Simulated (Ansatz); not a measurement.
The cluster Hg₃S₂⁺: single points at one geometry.

```yaml
crystal:
  periodic: [false, false, false]
  atoms:
    - {symbol: Hg, position_ang: [-1.210030, 1.262916, -0.618061]}
    - {symbol: Hg, position_ang: [-0.891332, -3.557939, 0.090629]}
    - {symbol: Hg, position_ang: [1.669955, 0.572944, 0.571652]}
    - {symbol: S, position_ang: [0.699278, 2.792072, -0.072713]}
    - {symbol: S, position_ang: [-0.267871, -1.069992, 0.028483]}
basis:
  gaussian: {orbitals: def2-TZVP, initial_orbitals: start.molden}
total_charge: 1
magnetization: {spin_polarized: true, initial_magnetization: 1}
hamiltonian: {xc: pbe, dispersion: d4}
scf: {omitted_lower_state_checks: [starts]}
output: {forces: true, orbitals: {seedname: orbitals}}
```

The file start.molden holds the orbitals of an earlier run on this structure, at another level or in another basis.

```sh
$ ansatz run in.yaml --threads 4 --pin off --events-out ev --progress --plain --max-ram 4787MiB
```

Output, abridged:

```
Functional definition: PBE
1692 factors; their error is unknown
mean field evaluation 1: about -34188.3386 eV, gradient 9.6e0 eV
mean field evaluation 2: about -34188.5656 eV, gradient 4.0e-1 eV
mean field evaluation 4: about -34188.5610 eV, gradient 6.0e-2 eV
mean field evaluation 8: about -34188.5610 eV, gradient 9.6e-6 eV
mean field -34188.56101957 eV, -1256.4064436302 hartree, gradient 9.6e-6 eV, S^2 0.757677; 0 other end points of the search recorded, 0 dependent functions left out
reference -34188.56107579 eV, -1256.4064456964 hartree; 46, 45 occupied and 157, 158 virtual orbitals, 1692 factors
Total energy: -34188.84510870 eV, -1256.4168837133 hartree
Atom 0 at    -1.210030     1.262916    -0.618061 Å, force     0.481375    -0.045887     0.189953 eV/Å
Atom 1 at    -0.891332    -3.557939     0.090629 Å, force     0.052907     0.211269    -0.005209 eV/Å
Atom 2 at     1.669955     0.572944     0.571652 Å, force    -0.448144     0.176919    -0.194042 eV/Å
Atom 3 at     0.699278     2.792072    -0.072713 Å, force    -0.125986    -0.502318     0.013574 eV/Å
Atom 4 at    -0.267871    -1.069992     0.028483 Å, force     0.039847     0.160017    -0.004276 eV/Å
Dipole moment:    -0.079501    -0.317319     0.007991 e Å
Checks for a lower state left out: starts
```

Run time 7.5 s (4 threads of Arm Neoverse V2 on a shared host).

First input, but with `hamiltonian: {xc: pbe0, dispersion: d4}`, `output: {orbitals: {seedname: orbitals}}` (abridged; 14 s):

```
Functional definition: PBE0
mean field -34186.62610242 eV, -1256.3353367364 hartree, gradient 2.3e-5 eV, S^2 0.793870
Total energy: -34186.87324345 eV, -1256.3444190017 hartree
Checks for a lower state left out: starts
```

First input, but with `gaussian: {orbitals: def2-SVP, initial_orbitals: start.molden}`, `output: {orbitals: {seedname: orbitals}}` (abridged; 3.7 s):

```
Functional definition: PBE
mean field -34180.36049298 eV, -1256.1050798364 hartree, gradient 1.6e-5 eV, S^2 0.756915
Total energy: -34180.64457148 eV, -1256.1155195290 hartree
Checks for a lower state left out: starts
```

The first input with `hamiltonian: {xc: {name: wB97M-V}}`, `output: {orbitals: {seedname: orbitals}}` (abridged; 37 s):

```
Functional definition: wB97M-V
mean field -34186.14825251 eV, -1256.3177760763 hartree, gradient 2.2e-5 eV, S^2 0.813838
Total energy: -34186.14831834 eV, -1256.3177784953 hartree
Checks for a lower state left out: starts
```

First input, but with `correlation: {method: mp2}`, `output: {orbitals: {seedname: orbitals}}` and without the key `hamiltonian` (abridged; 9 s):

```
Functional definition: HF
mean field -34080.07391209 eV, -1252.4196159656 hartree, gradient 2.3e-6 eV, S^2 1.067520
10 core orbitals not correlated: weight in the atoms' cores, before any rotation towards them, 1.000 or more for the frozen orbitals, at most 0.000 for the correlated occupied ones
second order -44.29934252 eV of doubles, -0.00000000 eV of singles
Total energy: -34124.37325461 eV, -1254.0475867761 hartree
Checks for a lower state left out: starts
```

As the first input, with `hamiltonian: {xc: hse06, dispersion: d4}`, `output: {orbitals: {seedname: orbitals}}` (abridged; 13 s):

```
Functional definition: HSE06
mean field -34186.24497979 eV, -1256.3213307382 hartree, gradient 1.9e-5 eV, S^2 0.787513
Total energy: -34186.48451310 eV, -1256.3301334250 hartree
Checks for a lower state left out: starts
```

First input, but with `gaussian: {orbitals: def2-SVP, initial_orbitals: start.molden}`, `hamiltonian: {xc: pbe0, dispersion: d4}`, `output: {orbitals: {seedname: orbitals}}` (abridged; 6 s):

```
Functional definition: PBE0
mean field -34178.49144339 eV, -1256.0363935310 hartree, gradient 2.5e-5 eV, S^2 0.792192
Total energy: -34178.73857769 eV, -1256.0454755491 hartree
Checks for a lower state left out: starts
```

Geometry: PBE-D4/def2-SVP.

In the def2 sets Hg takes a core potential; there is no spin–orbit coupling. HSE06 is defined as in plane-wave codes, on full-range PBE exchange. Correlated methods freeze 10 core orbitals; core or outer-core shells of Hg are correlated, in sets that lack core-valence functions. At MP2/def2-TZVP the charge 1 doublet is spin-contaminated (final ⟨S²⟩ up to 1.07, 0.75 for a pure state). Another isomer (doublet) lies 1.53 eV lower at PBE0-D4/def2-TZVP; other spin states weren't run for this one.
